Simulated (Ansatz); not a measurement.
C₈H₁₁IS⁺, that is dimethylphenylsulfonium iodide with one electron fewer. The state is a doublet with charge 1. Geometry PBE0-D4/def2-SVP, that of the neutral singlet; atoms count from 1.

```xyz
21

C    -0.0770    0.6559    2.3079
S    -0.5666    1.2764    0.6886
C    -2.2535    0.6719    0.5012
C     0.3027    0.0731   -0.3667
C     1.1339    0.6403   -1.3315
C     1.8504   -0.1876   -2.1956
C     1.7321   -1.5710   -2.0911
C     0.8965   -2.1328   -1.1241
C     0.1798   -1.3135   -0.2568
H     0.9912    0.8892    2.4132
H    -0.6674    1.2453    3.0269
H    -0.2540   -0.4257    2.3747
H    -2.8491    1.2805    1.1991
H    -2.5416    0.8870   -0.5362
H    -2.3025   -0.4044    0.7100
H     1.2203    1.7279   -1.4040
H     2.5032    0.2540   -2.9517
H     2.2921   -2.2196   -2.7687
H     0.8036   -3.2183   -1.0430
H    -0.4702   -1.7673    0.4953
I    -1.9241    3.6387    2.3526
```

In the def2 sets I takes a core potential; there is no spin–orbit coupling.

Q: Estimate the Mulliken populations from the PBE0/def2-TZVP orbitals of Ansatz.

A: 
```csv
atom,charge (e),spin (α − β)
C1,-0.34,0.00
S2,0.22,0.02
C3,-0.34,0.00
C4,0.16,0.01
C5,-0.16,0.00
C6,-0.12,0.00
C7,-0.09,0.00
C8,-0.12,0.00
C9,-0.21,0.00
H10,0.20,0.00
H11,0.19,0.00
H12,0.18,0.00
H13,0.19,0.00
H14,0.20,0.00
H15,0.18,0.00
H16,0.17,0.00
H17,0.16,0.00
H18,0.17,0.00
H19,0.17,0.00
H20,0.14,0.00
I21,0.06,0.97
```
Mulliken values depend strongly on the basis.

Q: Where does the spin sit?

A: Summed by element: C 0.01, S 0.02, H -0.01, I 0.97, of 1 unpaired in all. Largest on single atoms: I21 0.97, S2 0.02, C4 0.01.

Q: And the Mayer bond orders between heavy atoms (over 0.3)?

A: C1–S2 1.00 (1.80 Å); S2–C3 1.00 (1.80 Å); S2–C4 0.87 (1.82 Å); C4–C5 1.35 (1.39 Å); C4–C9 1.33 (1.40 Å); C5–C6 1.44 (1.39 Å); C6–C7 1.44 (1.39 Å); C7–C8 1.41 (1.40 Å); C8–C9 1.51 (1.39 Å).
